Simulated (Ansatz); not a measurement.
`[SiH3]C[SiH]1CO1` + HI → `I[SiH]1CO1` + `C[SiH3]`  (ligand exchange at the Si–C bond)

Gas-phase electronic energies from Ansatz, PBE0-D4/def2-TZVP geometries. CCSD(T)/CBS adds triple-zeta CCSD(T) − MP2 to the extrapolated MP2 energy (def2 sets, frozen cores). This one scheme is used for every species. DFT in def2-TZVPP. def2 core potentials past Kr. For I outer-core shells are correlated without core-valence functions, which leaves a few kJ/mol of doubt a bond. One conformer a species, not always the lowest.

`[SiH3]C[SiH]1CO1`:

Cartesian coordinates in Å:
```
Si -1.636 0.700 1.037
C -0.018 1.112 0.178
Si 1.112 -0.340 -0.007
C 1.001 -1.519 -1.367
O 2.043 -0.468 -1.375
H -1.369 -0.009 2.317
H -2.404 1.937 1.334
H -2.456 -0.184 0.169
H -0.236 1.513 -0.817
H 0.495 1.893 0.749
H 1.770 -0.714 1.266
H 0.281 -1.400 -2.175
H 1.417 -2.523 -1.307
```

HI:

Cartesian coordinates in Å:
```
I 0.589 -0.467 -0.288
H -0.589 0.467 0.288
```

`I[SiH]1CO1`:

Cartesian coordinates in Å:
```
I 1.841 -1.179 -1.799
Si 0.711 -0.314 0.146
C -0.980 0.299 0.080
O 0.168 1.242 0.097
H 1.397 -0.757 1.373
H -1.529 0.324 -0.859
H -1.609 0.386 0.963
```

`C[SiH3]`:

Z-matrix (Å, degrees):
```
C
Si 1 1.871
H 1 1.092 2 110.8
H 1 1.092 2 110.8 3 -120.0
H 1 1.092 2 110.8 3 120.0
H 2 1.488 1 110.7 3 -179.9
H 2 1.488 1 110.7 3 -59.9
H 2 1.488 1 110.7 3 60.1
```

| species | ωB97M-V energy (Eh) |
| --- | --- |
| `[SiH3]C[SiH]1CO1` | -735.19336 |
| HI | -298.28326 |
| `I[SiH]1CO1` | -702.33734 |
| `C[SiH3]` | -331.16718 |

Work out ΔE.

ΔE = (-702.33734) + (-331.16718) − (-735.19336) − (-298.28326) = -0.02790 Eh = -73.3 kJ/mol. CCSD(T)/CBS gives -78.7 kJ/mol.

Largest T1 diagnostic among the species: 0.013.

The D4 term adds +3.5 kJ/mol with B3LYP and +2.3 kJ/mol with PBE0; it sums over pairs of atoms, weighted by their polarisabilities, and B3LYP, whose exchange is more repulsive, gets the larger term.

B3LYP here is the variant with VWN-RPA as its local correlation; programs differ in this.
